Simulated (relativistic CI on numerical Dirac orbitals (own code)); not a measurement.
## Electric-dipole transitions in Pb70+

These numbers are calculated, not measured: Dirac-Coulomb-Breit CI, separate exchange-only KLI orbitals for each configuration, QED by a radiative potential, unscaled Slater integrals (own radial code, finite nucleus).

Configurations in the expansion (outside the closed core [Ne]): 3s², 3s3p, 3p², 3s3d, 3d², 3p3d, 3p4s, 3d4s, 3s4s, 3s4p, 3s4d, 3s4f, 3s5s, 3s5p, 3s5d, 4s². Levels of other configurations are missing.

| λ vac (nm) | Lower | Upper | A (s⁻¹) | log gf | S velocity/length |
| --- | --- | --- | --- | --- | --- |
| 0.22845 | 3s3p ³P°2 [5] | 3s5d ³D3 [66] | 9.78e+13 | -0.27 | 0.97 |
| 0.28407 | 3s3p ³P°1 [3] | 3s4d ³D2 [45] | 1.37e+14 | -0.08 | 0.98 |
| 0.32327 | 3s3p ³P°2 [5] | 3s4d ³D3 [46] | 1.85e+14 | 0.31 | 0.98 |
| 0.32673 | 3s3p ¹P°1 [6] | 3s4d ¹D2 [47] | 1.65e+14 | 0.12 | 0.98 |
| 0.33683 | 3p² ¹D2 [7] | 3s4f ³F°3 [49] | 6.64e+13 | -0.10 | 0.99 |
| 0.34042 | 3s3d ³D1 [9] | 3s4f ³F°2 [48] | 3.27e+14 | 0.45 | 0.99 |
| 0.34178 | 3s3d ³D2 [10] | 3s4f ³F°3 [49] | 2.91e+14 | 0.55 | 0.99 |
| 0.35092 | 3s3d ³D3 [11] | 3s4f ³F°4 [50] | 3.76e+14 | 0.80 | 0.99 |
| 0.35212 | 3s3d ¹D2 [12] | 3s4f ¹F°3 [51] | 3.53e+14 | 0.66 | 0.98 |
| 0.71363 | 3s4p ³P°2 [42] | 3s5d ³D3 [66] | 3.48e+13 | 0.27 | 1.00 |
| 1.4640 | 3s3p ³P°1 [3] | 3s3d ³D2 [10] | 7.21e+12 | 0.06 | 1.02 |
| 1.4798 | 3p² ³P0 [4] | 3p3d ³D°1 [14] | 5.08e+12 | -0.30 | 1.03 |
| 1.4814 | 3p3d ³F°3 [16] | 3d² ¹G4 [31] | 3.26e+12 | -0.02 | 1.10 |
| 1.4884 | 3p² ¹D2 [7] | 3p3d ³D°2 [19] | 3.72e+12 | -0.21 | 1.01 |
| 1.5051 | 3s3p ³P°2 [5] | 3p² ³P2 [17] | 4.80e+12 | -0.09 | 0.99 |
| 1.5265 | 3s² ¹S0 [1] | 3s3p ¹P°1 [6] | 6.60e+12 | -0.16 | 1.01 |
| 1.5669 | 3s3d ³D2 [10] | 3p3d ³F°3 [20] | 7.09e+12 | 0.26 | 1.02 |
| 1.5811 | 3s3d ³D3 [11] | 3p3d ³F°4 [23] | 4.34e+12 | 0.17 | 1.00 |
| 1.5877 | 3s3p ¹P°1 [6] | 3p² ³P2 [17] | 4.70e+12 | -0.05 | 1.00 |
| 3.2861 | 3s3p ³P°2 [5] | 3s3d ³D3 [11] | 4.10e+11 | -0.33 | 1.06 |

Terms are leading LS components. Brackets give the number of a level in order of energy, since labels repeat. The list gives strong lines, with weight on those to low levels. Levels whose partners in the same complex of configurations lie outside the list can be far off, and so can their lines. Rates are taken at the computed energies, electric ones in the length gauge. A velocity-to-length ratio far from 1 marks an uncertain rate.

At this charge energies of transitions that change n are usually good to better than 1 %, and those within a shell (Δn = 0) to a few per cent.

Task: From the table, what is the radiative lifetime of 3s5d ³D3?

Result: The listed rates from this level add up to about 1.33e+14 s⁻¹, 98 % of its decay; with all channels τ = 7.42e-15 s.

LS names give the leading component of a level, which can be under half, so a name can repeat, a term be missing and a line seem to break the LS rules.
